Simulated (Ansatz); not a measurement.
Species: sum formula ZnO2H2 (charge 0, singlet). SMILES: [OH][Zn][OH]
Structure (B3LYP-D3(BJ)/def2-TZVP (Ansatz, a quantum-chemistry and plane-wave program) minimum search):
```xyz
5

Zn    -0.0001     0.0083     0.0015
O      1.1532     0.1724    -1.3393
H      1.8905     0.7656    -1.1673
O     -1.1515    -0.3325     1.3103
H     -1.9018     0.2678     1.3544
```
Charge 0, spin multiplicity 1.

CCSD(T) with Ansatz in growing basis sets, 26 correlated electrons. Valence correlation only, unless marked. Open shells are spin-unrestricted. No spin-orbit coupling. Frozen are the shells of the preceding noble gas and the d and f shells that filled before the atom's block. Non-relativistic. Costs are ratios of core time to the smallest set, on shared machines of one kind, and rough; they hold the program's checks for lower states.

```tsv
basis	functions	cost over smallest	E(corr) (Eh)	electronic atomisation energy (kcal/mol)
def2-SVPD	96	1×	-0.7286	352.3
def2-TZVPPD	181	7×	-0.9933	351.6
```

Formally CCSD grows as o²v⁴ and (T) as o³v⁴; with o = 13 and v going from 72 to 157 both grow 23-fold in the last step, while integrals and the mean field grow more slowly. That step adds 264.7 mEh of correlation energy and -0.7 kcal/mol to the atomisation energy.
